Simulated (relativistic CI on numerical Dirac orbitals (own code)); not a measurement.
# One change at a time: Pb XI

Base calculation: Dirac-Coulomb-Breit CI, orbitals from a KLI potential per configuration, model QED, unscaled Slater integrals.

Configuration list (outside the closed core [Kr] 4d10 4f14): 5s²5p⁶5d⁴, 5s²5p⁶5d³6s, 5s²5p⁶5d³5f, 5s²5p⁵5d⁵, 5s²5p⁶5d³6p, 5s²5p⁶5d³5g, 5s²5p⁶5d²6s6p, 5s²5p⁶5d²5f6s, 5s5p⁶5d⁵, 5s²5p⁶5d³6d, 5s²5p⁶5d³7s, 5s²5p⁶5d³7p, 5s²5p⁶5d³6f, 5s²5p⁶5d²6s², 5s²5p⁶5d5f6s², 5s²5p⁶5d6s²6p, 5s²5p⁶5d5g6s². Double excitations out of closed p, d and f shells are left out; levels of such configurations are missing from the list, as are those of other unlisted configurations, and high levels can miss mixing partners.

Variants: (1) one mean potential for all configurations; (2) only the first configuration. Shifts of the energy above 5s²5p⁶5d⁴ ⁵D0, in cm⁻¹, for the lowest level and the first level of each name with at least 55 % of one term (blank where a level changes its place among those of its configuration and J or its character, or is not in the variant):

| Level | Base | Δ(1) | Δ(2) |
| --- | --- | --- | --- |
| 5s²5p⁶5d⁴ ⁵D0 | 0 | 0 | 0 |
| 5s²5p⁶5d⁴ ⁵D1 | 16247 | -96 | -261 |
| 5s²5p⁶5d⁴ ⁵D2 | 26944 | -136 | -232 |
| 5s²5p⁶5d⁴ ⁵D3 | 33169 | -144 | -114 |
| 5s²5p⁶5d⁴ ³G3 | 55437 | -175 | +225 |
| 5s²5p⁶5d⁴ ³H5 | 60411 | -202 | -212 |
| 5s²5p⁶5d⁴ ³P1 | 61663 | -198 | +670 |
| 5s²5p⁶5d⁴ ³H6 | 64946 | -211 | -397 |
| 5s²5p⁶5d⁴ ³G4 | 69630 | -209 | +475 |
| 5s²5p⁶5d⁴ ³G5 | 90664 | -306 | +185 |
| 5s²5p⁶5d⁴ ³D1 | 91250 | -282 | +1119 |
| 5s²5p⁶5d⁴ ¹I6 | 93574 | -311 | -352 |
| 5s²5p⁶5d⁴ ³P2 | 100066 | -254 | +1336 |
| 5s²5p⁶5d⁴ ¹S0 | 101827 | -290 | +1636 |
| 5s²5p⁶5d⁴ ³P0 | 127860 | -286 | +1709 |
| 5s²5p⁶5d³6s ⁵F1 | 332682 | -948 |  |
| 5s²5p⁶5d³6s ⁵F2 | 338136 | -927 |  |
| 5s²5p⁶5d³6s ⁵F3 | 353148 | -869 |  |
| 5s²5p⁶5d³6s ⁵F4 | 363163 | -860 |  |
| 5s²5p⁶5d³6s ⁵P1 | 366685 | -913 |  |
| 5s²5p⁶5d³6s ³P0 | 380460 | -854 |  |
| 5s²5p⁶5d³6s ⁵P3 | 386326 | -883 |  |

At this charge energies of transitions that change n are usually good to better than 1 %, and those within a shell (Δn = 0) to a few per cent. Terms inside the open d or f shell come out 10 to 20 % too wide with unscaled integrals. Levels and lines within the n = 5 or 6 shells can be off by up to 10 % or somewhat more, and those that change n by about 2 %, since core polarisation is missing.

Ionisation energy from the two ground configurations alone: base 181.845 eV. The NIST ASD value (theoretical) is 182 eV.

LS names give the leading component of a level, which can be under half, so a name can repeat, a term be missing and a line seem to break the LS rules.
